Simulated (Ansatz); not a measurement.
This geometry of Cl2GeH2 (5 atoms, charge 0, multiplicity 1) is a first-order saddle point.

All numbers below come from Ansatz, RKS PBE/def2-mTZVP.

```xyz
5
Properties=species:S:1:pos:R:3
Ge 0.236 0.040 -0.489
Cl 1.218 0.022 1.926
H 1.691 -0.067 0.344
H -0.799 1.193 -0.244
Cl -1.031 -1.734 -0.606
```

Task: Which two structures does it join? (They come from a converged band through this point; their orientation in space is the band's.)

Result: Bonds broken: Ge1–Cl2, Ge1–H3. Bonds formed: Cl2–H3. Cl2GeH2 becomes ClGeH + ClH.

First end point:

```xyz
5
Properties=species:S:1:pos:R:3
Ge 0.318 0.018 0.074
Cl 0.680 -0.025 2.213
H 1.682 -0.051 -0.639
H -0.548 1.256 -0.234
Cl -0.816 -1.745 -0.484
```

Last end point:

```xyz
5
Properties=species:S:1:pos:R:3
Ge -0.255 0.348 -0.886
Cl 1.468 0.198 1.398
H 2.469 -0.436 0.844
H -1.213 1.036 0.223
Cl -1.153 -1.691 -0.648
```

Task: How far does it lie above each of them?

Result: 2.02 eV above the first and 0.40 eV above the second. This is the barrier of this one path; another mechanism may lie lower. The orbitals stay closed-shell, which can raise the energy where a bond breaks towards radicals; this wasn't checked here.

The run took 84 s on 2 threads of Arm Neoverse V1 (shared host), peak memory 0.15 GiB.
